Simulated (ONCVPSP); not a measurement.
# u(r) = r·R(r): atom against pseudo-atom (tantalum (Ta))

Columns: radius, all-electron u(r) and pseudo u(r) of the 5s shell (level -73.43 eV) of tantalum in the configuration [Kr] 4d10 4f14 5s2 5p6 5d3 6s1.75 6p0.25; PBEsol, scalar-relativistic, ONCV scheme, ONCVPSP 4.0.1.

```
r (bohr)  all-electron  pseudo
   0.115        0.2634  0.1776
   0.230        0.0062  0.3509
   0.345       -0.5949  0.5147
   0.460       -0.3901  0.6629
   0.575        0.1610  0.7888
   0.690        0.6589  0.8863
   0.805        0.9741  0.9505
   0.920        1.1140  0.9791
   1.035        1.1253  0.9720
   1.150        1.0568  0.9317
   1.265        0.9466  0.8633
   1.380        0.8205  0.7742
   1.495        0.6945  0.6734
   1.610        0.5776  0.5700
   1.725        0.4738  0.4719
   1.840        0.3847  0.3844
   1.955        0.3097  0.3097
   2.070        0.2478  0.2477
   2.185        0.1971  0.1971
   2.300        0.1561  0.1561
   2.415        0.1233  0.1232
   2.530        0.0970  0.0970
   2.645        0.0761  0.0761
   2.760        0.0596  0.0596
   2.875        0.0466  0.0466
   2.990        0.0364  0.0364
```

Q: How many radial nodes do the two functions have?

A: The all-electron 5s function has n − l − 1 = 4 (the table is too coarse to show those close to the nucleus); the pseudo-wave has 0, since the states of the same l below it are removed with the core.

Q: At about which radius was the pseudo-wave matched?

A: 2.15 bohr. The columns agree to 0.0005 from 1.84 bohr on; several derivatives are matched, so the curves merge somewhat inside the radius.

Q: Is the pseudo-wave norm-conserving?

A: Yes: the ONCV scheme keeps the norm inside the radius equal to the all-electron one, which fixes the energy derivative of the logarithmic derivative at the level.
